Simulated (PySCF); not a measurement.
This PySCF input asks for the NMR shieldings of `[SiH3]SC1=CC=CC=C1O[SiH3]`, C$_{6}$H$_{10}$OSSi$_{2}$; the geometry comes from GFN2-xTB.

```python
import basis_set_exchange as bse
import numpy as np
from pyscf import gto, dft
from pyscf.prop import nmr

atoms = """
Si   -1.808637   -1.986163    0.570255
O    -0.459530   -1.156041    0.160059
C    -0.292471    0.160363   -0.114824
C    -1.243541    1.112447    0.220879
C    -1.046576    2.448494   -0.079954
C     0.109343    2.849060   -0.727443
C     1.066171    1.910224   -1.062272
C     0.880602    0.569606   -0.754587
S     2.132989   -0.581985   -1.224380
Si    2.130186   -1.975998    0.417480
H    -1.310036   -3.344342    0.434946
H    -2.891464   -1.658081   -0.356886
H    -2.204239   -1.655762    1.941903
H    -2.144258    0.787906    0.720182
H    -1.798860    3.172380    0.193811
H     0.268760    3.888733   -0.968526
H     1.975325    2.198355   -1.566485
H     1.779783   -1.243718    1.624970
H     3.540958   -2.347654    0.452145
H     1.310349   -3.137145    0.115691
"""
names = dict.fromkeys(["Si", "O", "C", "S", "H"], "pcSseg-1")
basis = {el: gto.basis.parse(bse.get_basis(n, elements=[el], fmt="nwchem")) for el, n in names.items()}
mol = gto.M(atom=atoms, basis=basis, charge=0, verbose=0)
mf = dft.RKS(mol, xc="PBE0")
mf.grids.level = 2
mf.grids.alignment = dft.numint.BLKSIZE   # the property module wants whole blocks of grid points
mf.conv_tol = 1e-9
mf.kernel()

calc = nmr.RKS(mf)   # GIAO
C = mf.mo_coeff
Co = C[:, mf.mo_occ > 0]
resp = mf.gen_response(singlet=True, hermi=2)
def vind(x):   # induced exchange potential for any number of trial vectors
    d = np.einsum("pi,xij,qj->xpq", C, 2 * x.reshape(-1, C.shape[1], Co.shape[1]), Co, optimize=True)
    return np.einsum("xpq,pi,qj->xij", resp(d - d.transpose(0, 2, 1)), C, Co, optimize=True).ravel()
mo1, _ = nmr.rhf.solve_mo1(calc, with_cphf=vind)
sigma = calc.kernel(mo1)
for i, s in enumerate(sigma):   # ppm
    print("%2d %-2s %9.2f" % (i, mol.atom_pure_symbol(i), np.trace(s) / 3))
```

Question: What are the results?

Answer: 
```
 0 Si    392.54
 1 O     231.66
 2 C      27.71
 3 C      67.32
 4 C      55.57
 5 C      59.73
 6 C      48.65
 7 C      51.98
 8 S     636.40
 9 Si    401.15
10 H      26.55
11 H      26.62
12 H      26.51
13 H      24.86
14 H      24.35
15 H      24.46
16 H      23.87
17 H      27.27
18 H      27.10
19 H      26.64
```

These numbers come from an equivalent density-fitted implementation of the same equations, which agrees with the script to about 0.01 ppm for H and up to a few tenths of a ppm for heavy atoms, so last digits may differ.

Size and cost of the density-fitted run: 241 basis functions, 44 s wall time on 1 thread of an Arm Neoverse V2, shared host; peak memory 1.1 GiB.
